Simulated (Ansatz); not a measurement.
Stepwise reaction of `[F][Ge]([F])([Cl])[I]` with hydrogen chloride, as a gas-phase model of exchange steps in deposition or etching. ΔE in kJ/mol; ΔG adds harmonic PBE0-D4 terms to CCSD(T)/CBS, at 1 bar.

Gas-phase electronic energies from Ansatz, PBE0-D4/def2-TZVP geometries. CBS: MP2 limit from def2 TZ/QZ plus the TZ coupled-cluster correction, frozen cores. This one scheme is used for every species. DFT in def2-TZVPP. B3LYP here is the variant with VWN-RPA as its local correlation; programs differ in this. Elements past krypton have def2 core potentials. For Ge, I outer-core shells are correlated without core-valence functions, which leaves a few kJ/mol of doubt a bond. Scalar relativity is left out up to krypton.

```
step                                                          reaction  PBE-D4  B3LYP-D4  ωB97M-V  CCSD(T)/CBS  ΔG(500 K)
   1    `[F][Ge]([F])([Cl])[I]` + HCl → `[F][Ge]([Cl])([Cl])[I]` + H–F   -12.0      -8.6     -7.1        -12.5       -6.5
   2  `[F][Ge]([Cl])([Cl])[I]` + HCl → `[Cl][Ge]([Cl])([Cl])[I]` + H–F   -11.6      -8.6     -7.0        -13.3       -2.5
```

(1) By hand: ΔE of the 2 steps together at CCSD(T)/CBS.

Results:

(1) (-12.5) + (-13.3) = -25.8 kJ/mol, or -12.9 kJ/mol a step.

In ΔE the steps differ by no more than 0.8 kJ/mol. All are downhill at CCSD(T)/CBS. ΔG lies between -6.5 and -2.5 kJ/mol a step. PBE-D4 differs from CCSD(T)/CBS by 0.5 to 1.7 kJ/mol a step. Only this route is followed, and other bonds may react first. Isolated molecules leave out the surface, adducts and barriers. Largest T1 diagnostic: 0.011.
